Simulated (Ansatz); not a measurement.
System: sum formula CuOClH2, net charge 0, singlet state. 
Geometry from a B3LYP-D3(BJ)/def2-TZVP (Ansatz, a quantum-chemistry and plane-wave program) optimisation:
SMILES: [Cu]([Cl])<-[OH2]
```xyz
5

Cu    -0.0357    -0.2217     0.1465
Cl     0.1124     1.5114    -1.0096
O     -0.1611    -1.8568     1.2385
H      0.1522    -1.7713     2.1474
H      0.2612    -2.6385     0.8613
```

Basis-set convergence of Hartree-Fock and CCSD correlation energies (hartree) with Ansatz. Correlated levels leave the core frozen unless marked. No spin-orbit coupling. Frozen are the shells of the preceding noble gas and the d and f shells that filled before the atom's block. No relativistic terms.

```json
[
 {"basis": "def2-SVP", "functions": "73", "E(HF)": "-2174.09551", "E(corr, CCSD)": "-0.63215"},
 {"basis": "def2-TZVPP", "functions": "165", "E(HF)": "[?]", "E(corr, CCSD)": "[?]"}
]
```

Task: Fill in the missing entries.

Result: 
- def2-TZVPP, E(HF): -2174.58264
- def2-TZVPP, E(corr, CCSD): -0.91682
